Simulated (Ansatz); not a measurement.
Abridged output of a molecular run in Ansatz:

```
Functional definition: HF
  name "HF"
  cite "Fock, Z. Phys. 61, 126 (1930) doi:10.1007/BF01340294"
  parent pbe
  exchange = exact_x
  correlation = 0
1344 factors; integrals over basis functions are off by at most 9.2e-4 eV
mean field evaluation 1: about -65491.4003 eV, gradient 2.6e1 eV
mean field evaluation 2: about -65491.5300 eV, gradient 2.7e1 eV
mean field evaluation 4: about -65493.7956 eV, gradient 3.1e0 eV
mean field evaluation 8: about -65493.8344 eV, gradient 2.0e-1 eV
mean field -65493.83454586 eV, -2406.8540262450 hartree, gradient 2.7e-6 eV, S^2 0.000000; 0 other end points of the search recorded, 0 dependent functions left out
15 core orbitals not correlated: weight in the atoms' cores, before any rotation towards them, 1.000 or more for the frozen orbitals, at most 0.000 for the correlated occupied ones
reference -65493.83454586 eV, -2406.8540262450 hartree; 15, 15 occupied and 203, 203 virtual orbitals, 1344 factors
second order -15.71875072 eV of doubles, -0.00000000 eV of singles
cycle   1  -16.43006501 eV  change   -7.1e-1 eV  update   9.5e-2
cycle   2  -16.98924575 eV  change   -5.6e-1 eV  update   2.9e-2
cycle   3  -17.04289756 eV  change   -5.4e-2 eV  update   1.2e-2
cycle   4  -17.03914516 eV  change    3.8e-3 eV  update   3.1e-3
cycle   5  -17.03797029 eV  change    1.2e-3 eV  update   8.9e-4
cycle   6  -17.03759260 eV  change    3.8e-4 eV  update   2.5e-4
cycle   7  -17.03758340 eV  change    9.2e-6 eV  update   6.3e-5
cycle   8  -17.03759319 eV  change   -9.8e-6 eV  update   2.0e-5
perturbative correction -0.58946027 eV, -0.0216622653 hartree
Total energy: -65511.46159932 eV, -2407.5018085116 hartree
```

Its atoms:

Cartesian coordinates in Å:
```
C 1.038 0.145 -1.403
Si -0.556 0.489 -0.478
Ge -0.536 -0.515 1.680
H 1.017 0.609 -2.392
H 1.186 -0.929 -1.534
H 1.897 0.542 -0.858
H -1.721 -0.043 -1.239
H -0.754 1.957 -0.318
H 0.635 0.023 2.524
H -0.367 -2.042 1.572
H -1.840 -0.235 2.447
```

Q: Which basis set was used?
A. cc-pV(D+d)Z
B. cc-pV(Q+d)Z
C. def2-QZVPP
D. def2-TZVPP

A: D. It gives 233 functions.

Q: Write the keys of the input that set method, charge and spin (a neutral closed shell needs none for the last two).

A: 
```yaml
correlation: {method: ccsd_t}
```
